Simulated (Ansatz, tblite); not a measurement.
Series GeHX3: gap (eV) at several levels, gas phase, relaxed structures; Ansatz, xTB through tblite. The structures are stationary points that may keep the symmetry of their start.

```
               species    state            geometry  GFN1-xTB  PBE-D4/def2-SVP  r2SCAN-D4/def2-TZVP  PBE0-D4/def2-SVP  PBE0-D4/def2-TZVP
                 GeHF3  singlet   PBE0-D4/def2-TZVP      7.10             7.99                 8.89             10.94              10.89
                GeHBr3  singlet  r2SCAN-D4/def2-SVP      5.11             4.33                 4.83              6.53               6.47
 GeH(OMe)3 (C3H10GeO3)  singlet   B3LYP-D4/def2-SVP      7.32             6.09                 6.70              8.84               8.62
 GeH(OAc)3 (C6H10GeO6)  singlet     PBE-D4/def2-SVP      5.47             5.31                 5.92              8.13               8.09
GeH(NMe2)3 (C6H19GeN3)  singlet     PBE-D4/def2-SVP      4.87             4.89                 5.30              7.05               6.59
```

Q: Estimate the column for PBE-D4/def2-TZVP.

A: GeHF3 8.00; GeHBr3 4.30; GeH(OMe)3 (C3H10GeO3) 5.96; GeH(OAc)3 (C6H10GeO6) 5.31; GeH(NMe2)3 (C6H19GeN3) 4.53.

Over the 5 species that have every level, the mean is 5.98 at GFN1-xTB, 5.72 at PBE-D4/def2-SVP, 5.62 at PBE-D4/def2-TZVP, 6.33 at r2SCAN-D4/def2-TZVP, 8.30 at PBE0-D4/def2-SVP, 8.13 at PBE0-D4/def2-TZVP. Orbital gaps grow with the share of exact exchange and aren't one observable across functionals.
